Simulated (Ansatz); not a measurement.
Consider the ligand exchange at the Si–O bond: `[NH2][Al]([SH])[O][SiH3]` + `N[SiH2][SeH]` → `N[SiH2][Se][SiH3]` + `[NH2][Al]([OH])[SH]`.

Gas-phase electronic energies from Ansatz, PBE0-D4/def2-TZVP geometries. CCSD(T)/CBS adds triple-zeta CCSD(T) − MP2 to the extrapolated MP2 energy (def2 sets, frozen cores). DFT in def2-TZVPP. For Se outer-core shells are correlated without core-valence functions, which leaves a few kJ/mol of doubt a bond. Scalar relativity is left out up to krypton. Each species was taken in one conformer, which may not be the lowest.

```json
{"level": "PBE0", "ΔE (kJ/mol)": "38.1"}
{"level": "HF/def2-TZVPP", "ΔE (kJ/mol)": "71.7"}
{"level": "MP2/def2-TZVPP", "ΔE (kJ/mol)": "44.6"}
{"level": "MP2/def2-QZVPP", "ΔE (kJ/mol)": "42.4"}
```

(1) What does CCSD(T)/CBS give? (Best estimate.)

Largest T1 diagnostic among the species: 0.011.

Results:

(1) Computed: +44.2 kJ/mol. The listed levels differ from it by -6.1, 27.5, 0.4, -1.8 kJ/mol.

The D4 term adds −5.2 kJ/mol with B3LYP and −2.6 kJ/mol with PBE0; it sums over pairs of atoms, weighted by their polarisabilities, and B3LYP, whose exchange is more repulsive, gets the larger term. From PBE to PBE0 (25 % exact exchange), in def2-TZVPP and without D4, ΔE moves by +4.2 kJ/mol.

B3LYP here is the variant with VWN-RPA as its local correlation; programs differ in this.
